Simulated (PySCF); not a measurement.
`C[C@H]1C[C@H](O)[C@@H]1CO`, C$_{6}$H$_{12}$O$_{2}$

Geometry:
| atom | x (Å) | y (Å) | z (Å) |
| --- | --- | --- | --- |
| C1 | -1.996 | -1.148 | 0.514 |
| C2 | -0.932 | -0.499 | -0.353 |
| C3 | -0.969 | 1.041 | -0.361 |
| C4 | 0.282 | 1.064 | 0.537 |
| O5 | 1.360 | 1.867 | 0.122 |
| C6 | 0.471 | -0.450 | 0.289 |
| C7 | 1.610 | -0.787 | -0.672 |
| O8 | 2.872 | -0.523 | -0.121 |
| H9 | -1.812 | -2.216 | 0.603 |
| H10 | -1.994 | -0.713 | 1.511 |
| H11 | -2.982 | -1.003 | 0.076 |
| H12 | -0.941 | -0.952 | -1.347 |
| H13 | -1.864 | 1.499 | 0.054 |
| H14 | -0.766 | 1.463 | -1.344 |
| H15 | 0.037 | 1.281 | 1.586 |
| H16 | 1.079 | 2.788 | 0.119 |
| H17 | 0.588 | -1.038 | 1.201 |
| H18 | 1.474 | -0.228 | -1.609 |
| H19 | 1.590 | -1.857 | -0.899 |
| H20 | 2.887 | 0.420 | 0.092 |

Computed with TDDFT B3LYP/def2-SVPD circular dichroism and optical rotation, one conformer, gas phase (PySCF). Geometry: GFN2-xTB.

The molecule is flexible and this is one conformer; a measurement averages over conformers. States above about 7.2 eV (minus the energy of the highest occupied orbital) lie near or above the ionisation threshold and depend on the basis.

Question: Draw the ECD and absorption spectra from the lowest 12 states, each a Gaussian of half-width 0.2 eV at 1/e height.

Answer: 
| E (eV) | λ (nm) | Δε (L mol⁻¹ cm⁻¹) | ε (L mol⁻¹ cm⁻¹) |
| --- | --- | --- | --- |
| 5.89 | 211 | 0.00 | 0.519 |
| 6.04 | 205 | -0.05 | 14.6 |
| 6.19 | 200 | +0.23 | 146 |
| 6.34 | 196 | +3.67 | 531 |
| 6.49 | 191 | +8.06 | 697 |
| 6.64 | 187 | +4.82 | 335 |
| 6.79 | 183 | +0.90 | 240 |
| 6.94 | 179 | -0.02 | 1080 |
| 7.09 | 175 | -2.07 | 2800 |
| 7.24 | 171 | -6.66 | 3650 |
| 7.39 | 168 | -5.85 | 2540 |
| 7.54 | 165 | +1.56 | 1240 |
| 7.69 | 161 | +14.68 | 962 |
| 7.84 | 158 | +24.07 | 2090 |

Δε uses R in velocity form, ε uses f in length form. Only the states computed contribute, so the short-wavelength end is incomplete.

The sign of the CD bands at 176, 165 nm isn't settled: the length form gives the opposite one.
